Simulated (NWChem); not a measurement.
System: BeHOF; SMILES [OH][Be][F]

```xyz
4

Be    -0.0004     0.0004     0.0107
F      0.0156    -0.0153     1.4091
O     -0.0657     0.0642    -1.3964
H      0.3112    -0.3038    -2.2007
```
Atoms are numbered in this order, from 1.

Level: PBE-D3(BJ)/def2-SVP (NWChem), optimised geometry, unscaled harmonic frequencies. 

```tsv
frequency (cm⁻¹)	IR intensity (km/mol)
251	150.9
361	73.4
371	144.7
729	3.6
1633	271.3
3951	179.7
```

- zero-point energy: 10.4 kcal/mol
- thermal correction to the enthalpy at 298.15 K (with zero-point energy): 13.6 kcal/mol
- heat capacity Cv: 11.6 cal/(mol K)
- entropy at 298.15 K and 1 atm (symmetry number 1): 60.4 cal/(mol K)
- dipole moment: 2.30 D

Rigid rotor and harmonic oscillator.
